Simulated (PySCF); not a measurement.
Dipole response of Se (selenium, neutral)

[Ar] 3d10 4s2 4p4, high-spin 3P determinant. All numbers are calculated (PySCF 2.14, a scalar-relativistic core potential, in aug-cc-pwCVDZ-PP with ECP10MDF (6s5p4d1f, 48 functions)). Coupled (time-dependent) response in atomic units; α is the mean over directions. A double-zeta set is small for polarisabilities.

```json
{"method": "UHF", "mean α (bohr³)": "23.87", "α xx, yy, zz": "22.07, 27.45, 22.07", "C₆ (like pair)": "199.3", "S(−4)": "137.5"}
{"method": "PBE", "mean α (bohr³)": "26.07", "α xx, yy, zz": "23.77, 30.68, 23.77", "C₆ (like pair)": "221.3", "S(−4)": "184.8"}
{"method": "PBE0", "mean α (bohr³)": "25.13", "α xx, yy, zz": "23.07, 29.26, 23.07", "C₆ (like pair)": "211.9", "S(−4)": "162.6"}
{"method": "B97-3", "mean α (bohr³)": "25.06", "α xx, yy, zz": "23.06, 29.04, 23.06", "C₆ (like pair)": "210.8", "S(−4)": "162.1"}
```

S(−4) is the Cauchy moment in α(ω) = α(0) + S(−4) ω² + …

Reference α: 28.9 ± 1 bohr³ (recommended; Schwerdtfeger and Nagle, table of static dipole polarizabilities (2023 update)). Published C₆: 210.0 (Chu and Dalgarno (2004); Tang, Norbeck and Certain (1976)).

Spin-orbit coupling is absent.

α(iu) at B97-3:

```json
{"u (hartree)": "0", "α(iu) (bohr³)": "25.06"}
{"u (hartree)": "0.0500", "α(iu) (bohr³)": "24.66"}
{"u (hartree)": "0.100", "α(iu) (bohr³)": "23.58"}
{"u (hartree)": "0.200", "α(iu) (bohr³)": "20.32"}
{"u (hartree)": "0.300", "α(iu) (bohr³)": "16.80"}
{"u (hartree)": "0.500", "α(iu) (bohr³)": "11.19"}
{"u (hartree)": "0.750", "α(iu) (bohr³)": "6.979"}
{"u (hartree)": "1.00", "α(iu) (bohr³)": "4.668"}
{"u (hartree)": "1.50", "α(iu) (bohr³)": "2.497"}
{"u (hartree)": "2.00", "α(iu) (bohr³)": "1.576"}
{"u (hartree)": "3.00", "α(iu) (bohr³)": "0.8341"}
{"u (hartree)": "5.00", "α(iu) (bohr³)": "0.3958"}
```

A single London oscillator, α(iu) = α/(1 + u²/ω²), gives C₆ = (3/4) ω α². Matching the computed C₆ needs ω = 4 × 210.8 / (3 × 25.06²) = 0.448 hartree.

The components differ because the open shell of this determinant is not spherical; for a pure term their mean is the scalar polarisability.

Energies and moments cover only the electrons outside the core potential.
